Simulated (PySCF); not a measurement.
Excitations are Tamm–Dancoff values on a coarser integration grid. The basis has no diffuse functions, so Rydberg states are missing or too high.

Cartesian coordinates (Å):
SMILES: [SiH3]B([SiH3])[SiH3]
```xyz
13

Si     0.1866     1.9827    -0.2834
B      0.0110     0.0039    -0.0581
Si     1.5774    -1.2252    -0.2405
Si    -1.7602    -0.7559     0.4726
H      1.2932     2.4219    -1.1762
H     -1.0753     2.6346    -0.7313
H      0.4831     2.4692     1.0995
H      2.5979    -0.7850    -1.2304
H      1.2028    -2.6358    -0.5357
H      2.2046    -1.1951     1.1173
H     -2.6654     0.2003     1.1674
H     -1.6714    -2.0049     1.2780
H     -2.3786    -1.1022    -0.8455
```
Charge 0, multiplicity 1.

**Question.** Give the LUMO, dipole moment, HOMO–LUMO gap, total energy and S1 excitation (TDA) at the level PBE0-D3(BJ)/def2-TZVP run with PySCF.

**Answer.** 
* **LUMO**: -3.15 eV
* **dipole moment**: 0.10 D
* **HOMO–LUMO gap**: 4.84 eV
* **total energy**: -24444.22 eV
* **S1 excitation (TDA)**: 3.27 eV
